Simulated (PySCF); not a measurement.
## TcOF2: fields on a plane

Method: UPBE0 in PySCF with Tc def2-SVP with ECP28, O def2-SVP, F def2-SVP; scalar-relativistic core potentials, no spin–orbit coupling; density-fitted integrals.

The doublet minimum has Tc–F 1.835 Å (×2), Tc–O 1.614 Å; F–Tc–F 111.5°, F–Tc–O 124.2° (×2).

The plane holds Tc1 at (0.00, 0.00), O2 at (1.61, 0.00), F3 at (-1.03, 1.52), F4 at (-1.03, -1.52) Å. Columns run from x = -3.15 to 4.05 Å, rows from y = 3.75 (top) to -3.45 Å, in steps of 0.3 Å. Other isomers or separated fragments may lie lower. Core electrons replaced by a potential are absent, the electrostatic potential uses the reduced nuclear charge, and values within about 0.7 Å of such atoms have no physical meaning.

Task: Give the electron localisation function (set to 0 where the density is under 0.005 e/Å³). Every second row and column.

Result: 
```
0.00 0.00 0.00 0.00 0.00 0.00 0.00 0.00 0.00 0.00 0.00 0.00 0.00
0.00 0.00 0.00 0.00 0.04 0.00 0.00 0.00 0.00 0.00 0.00 0.00 0.00
0.00 0.00 0.20 0.46 0.50 0.26 0.00 0.00 0.00 0.00 0.00 0.00 0.00
0.00 0.07 0.52 0.86 0.87 0.59 0.06 0.01 0.00 0.00 0.00 0.00 0.00
0.00 0.10 0.64 0.79 0.65 0.44 0.04 0.17 0.45 0.31 0.00 0.00 0.00
0.00 0.03 0.40 0.69 0.27 0.58 0.41 0.50 0.84 0.73 0.29 0.00 0.00
0.00 0.00 0.02 0.05 0.74 0.02 0.82 0.74 0.38 0.90 0.45 0.00 0.00
0.00 0.00 0.16 0.21 0.33 0.83 0.80 0.67 0.83 0.86 0.39 0.00 0.00
0.00 0.07 0.55 0.85 0.81 0.15 0.07 0.32 0.69 0.52 0.16 0.00 0.00
0.00 0.10 0.63 0.75 0.66 0.65 0.05 0.04 0.18 0.08 0.00 0.00 0.00
0.00 0.00 0.37 0.75 0.78 0.45 0.04 0.00 0.00 0.00 0.00 0.00 0.00
0.00 0.00 0.05 0.22 0.24 0.07 0.00 0.00 0.00 0.00 0.00 0.00 0.00
0.00 0.00 0.00 0.00 0.00 0.00 0.00 0.00 0.00 0.00 0.00 0.00 0.00
```

Task: Give the electron density (e/Å³) (cut at 5 e/Å³). Lower edges of the bins (e/Å³): '0' 0.000, '1' 0.030, '2' 0.076, '3' 0.151, '4' 0.268, '5' 0.455, '6' 0.750, '7' 1.218, '8' 1.960, '9' 3.136; top 5.00.

Result: 
```
0000000000000000000000000
0000000000000000000000000
0000000000000000000000000
0000000110000000000000000
0000012322100000000000000
0000235654210000000000000
0001368996310000000000000
0001479998421000000000000
0001479998532111110000000
0001368986543233322100000
0000235667886456653200000
0000123469999778985310000
0000012489669889997410000
0000012489669889997410000
0000123469999778985310000
0000235667886456653200000
0001368986543233322100000
0001479998532111110000000
0001479998421000000000000
0001368996310000000000000
0000235654210000000000000
0000012322100000000000000
0000000110000000000000000
0000000000000000000000000
0000000000000000000000000
```

Other spin states or occupations of the open shell can lie lower.
